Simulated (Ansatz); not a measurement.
CHNS, SMILES `N#CS` (charge 0, multiplicity 1).

All values below come from Ansatz (an electronic-structure program) with frozen-core CCSDT(Q)/cc-pVTZ // B3LYP-D3(BJ)/def2-TZVP.

Ansatz 0.2 input:
```yaml
crystal:
  periodic: [false, false, false]
  atoms:
    - { symbol: N, position_ang: [1.762705, -0.269748, 0.005347] }
    - { symbol: C, position_ang: [0.662901, 0.081439, 0.00181] }
    - { symbol: S, position_ang: [-0.913439, 0.697222, -0.003383] }
    - { symbol: H, position_ang: [-1.512165, -0.508913, -0.003774] }
basis:
  gaussian: { orbitals: cc-pVTZ }
correlation:
  method: ccsdt_q
```

Output:

```
Functional definition: HF
1354 factors; integrals over basis functions are off by at most 1.8e-7 eV
mean field evaluation 1: about -13342.5750 eV, gradient 3.5e1 eV
mean field evaluation 2: about -13342.5810 eV, gradient 3.5e1 eV
mean field evaluation 4: about -13345.9037 eV, gradient 3.7e0 eV
mean field evaluation 8: about -13345.9890 eV, gradient 4.5e-1 eV
mean field evaluation 16: about -13345.8957 eV, gradient 3.7e0 eV
mean field -13345.99049543 eV, -490.4561044697 hartree, gradient 5.3e-6 eV, S^2 0.000000; 0 other end points of the search recorded, 0 dependent functions left out
7 core orbitals not correlated
reference -13345.99049543 eV, -490.4561044697 hartree; 8, 8 occupied and 93, 93 virtual orbitals, 1354 factors
second order -13.97058393 eV of doubles, -0.00000000 eV of singles
cycle   1  -13.83158063 eV  change    1.4e-1 eV  update   1.2e-1
cycle   2  -14.69080523 eV  change   -8.6e-1 eV  update   6.5e-2
cycle   3  -15.22130955 eV  change   -5.3e-1 eV  update   2.4e-2
cycle   4  -15.16911428 eV  change    5.2e-2 eV  update   8.7e-3
cycle   5  -15.13907401 eV  change    3.0e-2 eV  update   4.5e-3
cycle   6  -15.14994246 eV  change   -1.1e-2 eV  update   1.7e-3
cycle   7  -15.15563035 eV  change   -5.7e-3 eV  update   8.0e-4
cycle   8  -15.15520312 eV  change    4.3e-4 eV  update   3.5e-4
cycle   9  -15.15457242 eV  change    6.3e-4 eV  update   1.2e-4
cycle  10  -15.15487871 eV  change   -3.1e-4 eV  update   6.4e-5
cycle  11  -15.15468804 eV  change    1.9e-4 eV  update   2.9e-5
cycle  12  -15.15464005 eV  change    4.8e-5 eV  update   1.2e-5
cycle  13  -15.15463519 eV  change    4.9e-6 eV  update   6.0e-6
cycle  14  -15.15463214 eV  change    3.1e-6 eV  update   2.8e-6
cycle  15  -15.15462759 eV  change    4.6e-6 eV  update   1.4e-6
cycle  16  -15.15462823 eV  change   -6.5e-7 eV  update   6.2e-7
perturbative correction -0.06304013 eV, -0.0023166819 hartree
Total energy: -13361.20816379 eV, -491.0153434670 hartree
```
